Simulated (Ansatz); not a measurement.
Computed with Ansatz on PBE0-D4/def2-TZVP structures; ΔE is electronic, products minus reactants. CCSD(T)/CBS is the MP2 limit (def2-TZVPP, def2-QZVPP) plus CCSD(T) − MP2 in def2-TZVPP, frozen cores. Functionals use def2-TZVPP. B3LYP here is the variant with VWN-RPA as its local correlation; programs differ in this. One conformer a species, not always the lowest.

Reaction (isomerisation): `C[CH]([AlH2])CO` → `C[CH2][Al]([CH3])[OH]`

`C[CH]([AlH2])CO`:

Z-matrix (Å, degrees):
```
C
C 1 1.531
H 1 1.093 2 111.2
H 1 1.095 2 111.3 3 119.4
H 1 1.093 2 111.8 3 -120.7
Al 2 1.968 1 112.9 3 172.7
C 2 1.511 1 112.4 3 -57.7
H 2 1.104 1 107.8 3 59.3
H 6 1.592 2 121.2 1 144.1
H 6 1.590 2 119.0 1 -37.5
O 7 1.420 2 109.3 1 61.1
H 7 1.102 2 109.8 1 -59.7
H 7 1.100 2 110.4 1 -177.6
H 11 0.960 7 108.7 2 -177.1
```

`C[CH2][Al]([CH3])[OH]`:

Cartesian coordinates in Å:
```
C -0.679 -0.837 -1.627
C -1.248 -0.344 -0.296
Al 0.061 0.437 0.940
C 1.967 0.565 0.564
O -0.450 1.052 2.446
H -0.203 -0.027 -2.188
H 0.085 -1.606 -1.481
H -1.449 -1.267 -2.275
H -1.758 -1.167 0.222
H -2.038 0.397 -0.475
H 2.409 -0.426 0.413
H 2.509 1.054 1.377
H 2.156 1.129 -0.355
H -1.361 1.041 2.735
```

| level | ΔE (kcal/mol) |
| --- | --- |
| PBE0-D4 | -65.1 |
| ωB97X-V | -64.4 |
| r2SCAN | -68.3 |
| B3LYP | -67.7 |
| HF/def2-QZVPP | -65.0 |
| MP2/def2-QZVPP | -69.3 |
| SCS-MP2/def2-QZVPP | -67.5 |
| HF/CBS(def2) | -65.1 |

Q: What does CCSD(T)/CBS give? (Estimate.)

A: The calculation gave: -67.2 kcal/mol. The listed levels differ from it by 2.1, 2.8, -1.1, -0.5, 2.2, -2.1, -0.3, 2.1 kcal/mol.

Largest T1 diagnostic among the species: 0.011.

The D4 term adds +1.0 kcal/mol with B3LYP and +0.5 kcal/mol with PBE0; it sums over pairs of atoms, weighted by their polarisabilities, and B3LYP, whose exchange is more repulsive, gets the larger term. In def2-TZVPP, CCSD(T) changes the Hartree–Fock value by −1.5 kcal/mol (the triples alone add +0.1 kcal/mol) and MP2 by −3.9 kcal/mol.
